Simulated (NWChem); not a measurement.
Molecule: B$_{2}$, triplet; SMILES [B][B]

```xyz
2

B      0.0000     0.0000    -0.8128
B      0.0000     0.0000     0.8128
```
Atoms are numbered in this order, from 1.

Results from NWChem. Spin-unrestricted. Geometry: optimised at PBE0/def2-SVP, spin-unrestricted. No stability test was run on the SCF state. Vzz is the largest principal value of the second derivative of the potential at the nucleus (NWChem prints the opposite sign); η is the asymmetry. Non-relativistic.

Problem. Predict the results for PBE/def2-TZVP. Quantities: Vzz B2 (a.u.); η B2.

Solution. 
```
Quantity       Value
-------------  -----
Vzz B2 (a.u.)  0.046
η B2            0.00
```
